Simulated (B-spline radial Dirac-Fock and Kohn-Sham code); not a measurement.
# Auger parameter of promethium: the M5 level and its strongest M5-NN line

Level of theory: ΔSCF Dirac-Fock with Breit, self-energy and vacuum polarisation, finite nucleus, configuration average; a B-spline atomic structure program. The modified Auger parameter α′ is the binding energy plus the kinetic energy of the Auger electron; it does not depend on the energy zero. For free ions it tends to fall with charge, since less charge screens the final holes.

```csv
species,configuration,binding 3d5/2 (eV),Auger line,kinetic (eV),α′ (eV)
Pm,[Xe] 4f5 6s2,1033.1,N5N5 J=4,753.7,1786.8
Pm,[Xe] 4f3 5d2 6s2,1052.6,N5N5 J=4,741.4,1794.0
Pm,[Xe] 4f4 6s2 6p1,1046.1,N5N5 J=4,743.4,1789.6
Pm,[Xe] 4f5 6s1 6p1,1034.2,N5N5 J=4,752.7,1786.9
Pm,[Xe] 4f4 5d1 6s2,1042.4,N5N5 J=4,747.5,1789.9
Pm⁺,[Xe] 4f5 6s1,1039.7,N5N5 J=4,745.9,1785.6
Pm⁺,[Xe] 4f6,1029.5,N5N5 J=4,755.2,1784.7
Pm²⁺,[Xe] 4f5,1047.3,N5N5 J=4,737.3,1784.6
Pm²⁺ (Watson 2.2 Å),[Xe] 4f5,1034.3,N5N5 J=4,750.3,1784.6
Pm³⁺,[Xe] 4f4,1068.7,N5N5 J=4,718.0,1786.7
Pm³⁺,[Xe] 4f3 5d1,1079.5,N5N5 J=4,711.5,1791.0
Pm³⁺ (Watson 1.6 Å),[Xe] 4f4,1041.9,N5N5 J=4,744.9,1786.8
Pm³⁺ (Watson 2.7 Å),[Xe] 4f4,1052.7,N5N5 J=4,734.0,1786.7
Pm⁴⁺,[Xe] 4f3,1092.8,N5N5 J=4,697.6,1790.5
Pm⁵⁺,[Kr] 4d10 4f3 5s2 5p5,1109.9,N5N5 J=4,680.7,1790.6
Pm⁶⁺,[Kr] 4d10 4f3 5s2 5p4,1127.7,N5N5 J=4,663.3,1791.0
Pm⁷⁺,[Kr] 4d10 4f3 5s2 5p3,1146.3,N5N5 J=4,645.3,1791.7
Pm⁸⁺,[Kr] 4d10 4f3 5s2 5p2,1165.7,N5N5 J=4,626.9,1792.6
```

Values without a named source are computed, but for edge energies of neutral atoms, which are taken from tables.
